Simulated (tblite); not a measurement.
Start geometry of `C1=CO[C](CC1=O)F` [radical] from a force field or distance geometry (Å):
```
atom  x, y, z in Å
O1    -0.4035    2.0599   -0.8575
C2    -0.1560    1.0275   -0.2038
C3     1.2375    0.5751   -0.0085
C4     1.4314   -0.7370    0.0848
O5     0.3505   -1.6228    0.0342
C6    -0.9968   -1.2121   -0.0829
F7    -1.4133   -1.2595   -1.3867
C8    -1.2316    0.1978    0.4422
H9     2.0398    1.2860    0.0354
H10    2.4430   -1.0749    0.2320
H11   -1.0812    0.1830    1.5490
H12   -2.2187    0.5764    0.1356
```

Question: What comes out of this run: tblite, GFN2-xTB geometry optimisation, gas phase?

Answer: 
```
atom  x, y, z in Å
O1    -0.329    2.328   -0.489
C2    -0.068    1.209   -0.104
C3     1.241    0.633    0.043
C4     1.419   -0.713    0.036
O5     0.417   -1.583   -0.181
C6    -0.823   -1.126   -0.150
F7    -1.662   -1.854   -0.905
C8    -1.204    0.220    0.290
H9     2.093    1.289    0.072
H10    2.372   -1.205    0.134
H11   -1.302    0.279    1.382
H12   -2.153    0.522   -0.155
```

The energy falls by 79.6 kJ/mol over 54 L-BFGS steps, the largest force on an atom goes from 3.66 to 0.009 eV/Å, and the atoms move by 0.323 Å rms after alignment. The bond that changes most is O5–C6 (ends: oxygen bonded to 2 C; carbon bonded to C, F and O), which shortens by 0.091 Å. Bonds longer at the end by more than 0.005 Å: 2 of 12; shorter: 8. Among the angles that change most is F7–C6–C8, from 108.3° to 120.3°. Among the dihedrals that turn most is C4–O5–C6–F7, from 97° to 153°. Rotational constants go from 3003, 2323, 1581 to 3551, 1925, 1336 MHz. The orientation of the end geometry is arbitrary; only internal coordinates are fixed.

Its GFN2-xTB frequencies are all real (lowest 67 cm⁻¹).

One conformer stands for the species.

The numbers are calculated, not measured.
